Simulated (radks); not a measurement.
Values are calculated unless marked as measured or tabulated.
In, configuration [Kr] 4d8 5p5 (not the ground configuration). Level of theory: scalar-relativistic Kohn-Sham, PBE, spin-polarised, spherical densities, finite nucleus; open shells are filled with parallel spins first (spin-orbit coupling, left out, can overturn this in heavy ions); Fermi nuclear charge, rms radius 4.6156 fm (a radial shooting solver on a logarithmic mesh with Libxc functionals).

Radial electron density D(r) = 4 pi r^2 rho(r):

r (bohr),D(r) (e/bohr),spin D(r)
0.00439,16.51,-0.000152
0.005855,24.48,-0.000204
0.007872,34.93,-0.000228
0.0105,46.32,-0.000139
0.014,56.62,0.000256
0.01883,62.63,0.00139
0.02511,61.73,0.00393
0.03376,56.33,0.00932
0.04503,55.04,0.0197
0.06006,64.60,0.0415
0.08075,78.36,0.0942
0.1077,77.17,0.212
0.1436,60.94,0.419
0.1931,55.73,0.621
0.2576,65.17,0.525
0.3463,54.70,0.0953
0.4619,27.88,0.119
0.6161,19.20,1.16
0.8283,21.34,2.19
1.105,14.38,1.90
1.485,5.947,1.07
1.981,3.060,0.675
2.642,2.248,0.480
3.552,1.196,0.218
4.738,0.3653,0.0487
6.319,0.05930,0.00366
8.496,0.004007,-0.000174

D(r) has 4 maxima, at r = 0.0209, 0.0918, 0.272, 0.789 bohr, and minima at 0.0409, 0.177, 0.597 bohr, inside which lie 2.00, 11.12, 29.04 electrons.
